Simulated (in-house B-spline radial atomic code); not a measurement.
Results of a calculation; reference values are marked as such.
## Making a Troullier-Martins s channel for Cl, r_c = 1.13 bohr

Cl, [Ne] 3s2 3p5, non-relativistic PBE, spherical and spin-unpolarised, from an all-electron radial atomic-structure program (B-spline basis) (atomic units). The all-electron 3s level is ε = -0.754424 hartree, its outermost node lies just inside 0.56 bohr and its outer maximum at 1.29 bohr.

Inside r_c the pseudo-orbital is u(r) = r^1 exp(p(r)), with p = c0 + c2 r² + c4 r⁴ + … + c12 r¹². The seven coefficients follow from p and its first four derivatives at r_c, from zero curvature of the screened potential at the origin, c4 = −c2²/(2l + 5), and from the norm inside r_c. At r_c the all-electron orbital has P = 0.8555686, P' = 0.4059332, the screened potential V = -2.552115, V' = 4.602646, V'' = -10.39449, and the norm inside is Q = 0.2447491.

Q: What are p, p' and p'' at r_c?

A: p = ln(P/r_c^1) = ln(0.8555686/1.13) = -0.27821. p' = P'/P − 1/r_c = 0.47446 − 0.88496 = -0.41050. The radial equation gives p'' = 2(V − ε) − 2(1) p'/r_c − p'² = -3.59538 − (-0.72654) − 0.16851 = -3.03735. Differentiating, p''' = 2V' + 2(1)p'/r_c² − 2(1)p''/r_c − 2p'p'' = 11.445, and p'''' = 2V'' − 4(1)p'/r_c³ + 4(1)p''/r_c² − 2(1)p'''/r_c − 2p''² − 2p'p''' = -58.477.

For a trial c2 the five matching conditions are linear in c0, c6, c8, c10 and c12, and c2 is varied until the norm inside r_c equals Q. The root nearest zero gives:

```json
{"n": "0", "c_n": "-0.7823539"}
{"n": "2", "c_n": "0.8187334"}
{"n": "4", "c_n": "-0.1340649"}
{"n": "6", "c_n": "0.267776"}
{"n": "8", "c_n": "-0.9480425"}
{"n": "10", "c_n": "0.6693381"}
{"n": "12", "c_n": "-0.1458052"}
```

Q: Check c4 and p(r_c), and find the screened pseudopotential at the origin.

A: −c2²/5 = -0.134065, as listed. The terms c_n r_c^n are -0.78235, 1.04544, -0.21859, 0.55750, -2.52032, 2.27211, -0.63200, which sum to -0.27821. Inverting the radial equation, V_l(r) = ε + 1 p'/r + (p'' + p'²)/2, so V_l(0) = ε + (2l + 3) c2 = -0.754424 + 3 × (0.818733) = 1.7018 hartree, finite where the all-electron potential diverges.

Orbitals and screened potentials:

| r (bohr) | P | u | V all-electron | V pseudo |
| --- | --- | --- | --- | --- |
| 0.113 | 0.03738 | 0.05222 | -109.0 | 1.702 |
| 0.282 | -0.4305 | 0.1375 | -30.19 | 1.717 |
| 0.452 | -0.2456 | 0.2432 | -14.05 | 1.674 |
| 0.621 | 0.1531 | 0.3816 | -8.03 | 1.142 |
| 0.791 | 0.5053 | 0.5592 | -5.039 | -0.4727 |
| 0.96 | 0.737 | 0.74 | -3.494 | -2.451 |
| 1.13 | 0.8556 | 0.8556 | -2.552 | -2.552 |

Logarithmic derivatives P'/P at R = 1.43 bohr, for energies E around ε:

| E − ε (hartree) | all-electron | pseudo |
| --- | --- | --- |
| -0.5 | 0.278849 | 0.2762 |
| -0.25 | 0.0154843 | 0.0146572 |
| -0.1 | -0.158146 | -0.158327 |
| 0 | -0.28148 | -0.28152 |
| 0.1 | -0.411609 | -0.411822 |
| 0.25 | -0.621165 | -0.62243 |
| 0.5 | -1.01642 | -1.0227 |

Q: With P(R) = 0.8668305 and a norm of 0.4757041 inside R, what slope in energy does norm conservation fix?

A: d(P'/P)/dE = −2 × (norm inside R)/P(R)² = -1.2662 per hartree·bohr at E = ε, for both atoms, since orbital and norm agree at R. Differences over ±0.1 hartree give -1.2673 (all-electron) and -1.2675 (pseudo), which also hold third-order terms. Half a hartree below ε the two curves differ by -0.0026.
